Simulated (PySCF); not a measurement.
Electron correlation in Cs⁴⁹⁺ (caesium, charge +49)

Starting occupation: [He] 2s2 2p2, 2p1/2 with m_j = -1/2, +1/2. All numbers are calculated (PySCF 2.14, X2C-1e with screened-nucleus spin-orbit coupling, Gaussian nucleus, in an even-tempered Gaussian basis (17 s from 28 bohr⁻², ratio 2.4; 12 p from 37 bohr⁻², ratio 2.4; 5 d from 120 bohr⁻², ratio 2.6; 4 f from 180 bohr⁻², ratio 2.6)). Frozen: nothing; 6 electrons correlated; the 26 highest virtual spinors left out.

MP2 pair energies summed by pair of shells (mhartree):

| pair | energy | share (%) |
| --- | --- | --- |
| 2s1/2-2s1/2 | -109.98 | 34.6 |
| 2p1/2-2p1/2 | -62.63 | 19.7 |
| 2p1/2-2s1/2 | -57.63 | 18.1 |
| 1s1/2-1s1/2 | -49.62 | 15.6 |
| 1s1/2-2p1/2 | -20.55 | 6.5 |
| 1s1/2-2s1/2 | -17.20 | 5.4 |

Total MP2 correlation energy: -317.61 mhartree.

At this charge the one-electron X2C treatment keeps the bare 1/r₁₂, with no two-electron picture change or Breit term. That inflates the 1s pair energies well beyond their four-component values.
